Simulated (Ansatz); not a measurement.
A nudged elastic band was laid between two geometries of CH₆S₂Si (10 atoms, charge 0, multiplicity 1).

All numbers below come from Ansatz 0.2.0, RKS PBE0-D4/def2-SVP.

```yaml
movable_images: 7
climbing_image: yes
spring: 5.0 eV/Å²
optimiser: quadratic models (default)
start_path: through a guess of the saddle point
force_threshold: 0.05 eV/Å
iteration_limit: 60
end_points: relaxed
```

First end point:

```xyz
10
Properties=species:S:1:pos:R:3
Si -1.137 1.123 -0.435
S -0.066 0.499 1.328
C 0.617 -1.088 0.745
S 1.458 -1.072 -0.858
H -1.898 -0.029 -1.003
H -2.077 2.163 0.077
H -0.271 1.728 -1.486
H 1.292 -1.434 1.540
H -0.188 -1.830 0.638
H 2.355 -0.111 -0.542
```

Last end point:

```xyz
10
Properties=species:S:1:pos:R:3
Si -1.212 1.172 -0.393
S -0.227 0.548 1.422
C 0.719 -0.871 0.795
S 1.886 -0.357 -0.505
H -1.689 -0.036 -1.131
H -2.373 1.980 0.082
H -0.367 2.011 -1.287
H 1.252 -1.279 1.666
H 0.035 -1.639 0.405
H 2.059 -1.582 -1.051
```

**Question.** Which bonds break or form, and what moves?

**Answer.** No bond is made or broken. The dihedral H8–C3–S4–H10 goes from -65 to 83°.

**Question.** Give the energies along the band, and the barrier.

**Answer.** The run converged. The highest image is number 5 of 0 to 8, 0.188 eV above the first end and 0.088 eV above the last; the last end lies 0.101 eV above the first. A vibrational analysis at the climbing image gives one clearly imaginary mode, 238i cm⁻¹: a first-order saddle point.

```json
{"image": "0", "path coordinate (Å)": "0.00", "energy (eV)": "0.000", "dihedral H8–C3–S4–H10 (°)": "-65"}
{"image": "1", "path coordinate (Å)": "0.44", "energy (eV)": "0.010", "dihedral H8–C3–S4–H10 (°)": "-64"}
{"image": "2", "path coordinate (Å)": "0.88", "energy (eV)": "0.031", "dihedral H8–C3–S4–H10 (°)": "-57"}
{"image": "3", "path coordinate (Å)": "1.31", "energy (eV)": "0.074", "dihedral H8–C3–S4–H10 (°)": "-41"}
{"image": "4", "path coordinate (Å)": "1.75", "energy (eV)": "0.148", "dihedral H8–C3–S4–H10 (°)": "-15"}
{"image": "5", "path coordinate (Å)": "2.19", "energy (eV)": "0.188", "dihedral H8–C3–S4–H10 (°)": "13"}
{"image": "6", "path coordinate (Å)": "2.77", "energy (eV)": "0.145", "dihedral H8–C3–S4–H10 (°)": "48"}
{"image": "7", "path coordinate (Å)": "3.34", "energy (eV)": "0.111", "dihedral H8–C3–S4–H10 (°)": "69"}
{"image": "8", "path coordinate (Å)": "3.92", "energy (eV)": "0.101", "dihedral H8–C3–S4–H10 (°)": "83"}
```

**Question.** What is the geometry of the highest image?

**Answer.** 
```xyz
10
Properties=species:S:1:pos:R:3
Si -1.378 1.149 -0.374
S -0.104 0.615 1.270
C 0.692 -0.878 0.590
S 1.911 -0.548 -0.729
H -2.222 -0.021 -0.768
H -2.228 2.261 0.136
H -0.606 1.604 -1.568
H 1.198 -1.352 1.441
H -0.080 -1.570 0.225
H 2.899 -1.312 -0.219
```

**Question.** What are the harmonic wavenumbers there?

**Answer.** 238i, 60, 111, 169, 280, 508, 615, 629, 669, 747, 803, 907, 921, 954, 968, 1146, 1220, 1423, 2224, 2236, 2261, 2719, 3100, 3182 cm⁻¹.

The run took 52 s on 2 threads of AMD EPYC 9R45 96-Core Processor (Zen 5), on a shared host, peak memory 0.24 GiB.
